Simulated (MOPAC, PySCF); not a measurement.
H$_{3}$AlO$_{3}$, SMILES `[OH][Al]([OH])[OH]`, neutral singlet in the gas phase. 

Z-matrix (Å, degrees):
```
Al
O 1 1.6910
H 2 0.9580 1 122.43
O 1 1.6910 2 119.99 3 0.00
H 4 0.9580 1 122.46 2 179.99
O 1 1.6910 2 120.00 3 180.00
H 6 0.9580 1 122.42 2 0.00
```
Charge 0, multiplicity 1.

All levels are single points at this geometry (r2SCAN-D4/def2-TZVP); Pople sets use spherical d functions. Orbital energies aren't observables, and empty levels follow the basis.

| level | HOMO (eV) | LUMO (eV) | gap (eV) | dipole (D) | vertical IE, Delta-SCF (eV) |
|---|---|---|---|---|---|
| PBE-D3(BJ)/def2-TZVP in PySCF | -7.29 | -1.31 | 5.98 | 0.00 | – |
| r2SCAN-D4/def2-TZVP in PySCF | -7.68 | -0.77 | 6.91 | 0.00 | – |
| B3LYP/3-21G in PySCF | -7.50 | -0.16 | 7.34 | 0.00 | – |
| B3LYP/LANL2DZ in PySCF | -8.57 | -0.59 | 7.99 | 0.00 | – |
| BP86/6-31G* in PySCF | -6.89 | -0.99 | 5.90 | 0.00 | – |
| M06-2X/6-31G* in PySCF | -10.37 | 0.48 | 10.84 | 0.00 | – |
| HF/6-31G* in PySCF | -13.22 | 2.74 | 15.96 | 0.00 | 10.56 |
| AM1 in MOPAC | -11.90 | 0.64 | 12.54 | 0.00 | – |
| PM6 in MOPAC | -11.80 | 1.93 | 13.73 | 0.00 | – |
